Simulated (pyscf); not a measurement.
# Cl–Zr(Cl)(Cl)–Cl (SMILES [Cl][Zr]([Cl])([Cl])[Cl]), singlet

Gas-phase minimum from PySCF at ωB97X-D3(BJ)/def2-SVP, one conformer. 

```
Zr
Cl 1 2.3146
Cl 1 2.3147 2 109.42
Cl 1 2.3148 2 109.44 3 119.91
Cl 1 2.3150 2 109.45 3 -120.02
```
Charge 0, spin multiplicity 1.

Properties at ωB97X-D3(BJ)/def2-SVP:

| Property | Value |
|---|---|
| Harmonic wavenumbers, unscaled | 96, 96, 105, 106, 106, 391, 445, 445, 445 cm⁻¹ |
| Zero-point energy | 3.2 kcal/mol |
| Rotational symmetry number | 12 |
| Entropy of this conformer at 298 K and 1 atm, rigid rotor and harmonic oscillator, modes under 100 cm⁻¹ raised to 100 | 367.5 J/(mol K) |
| Dipole moment | 0.00 D |

Single-point totals, which compare only within one level:

```csv
level,total energy (hartree)
ωB97X-D3(BJ)/def2-TZVP,-1888.29830
PBE/def2-TZVP,-1887.50490
r²SCAN/def2-TZVP,-1888.15139
B3LYP-D3(BJ)/def2-TZVP,-1888.32920
PBE0-D3(BJ)/def2-TZVP,-1887.63033
M06-2X/def2-TZVP,-1888.08372
ωB97M-D3(BJ)/def2-TZVP,-1888.39650
```

Elements past Kr carry the def2 core potentials, without spin-orbit coupling.
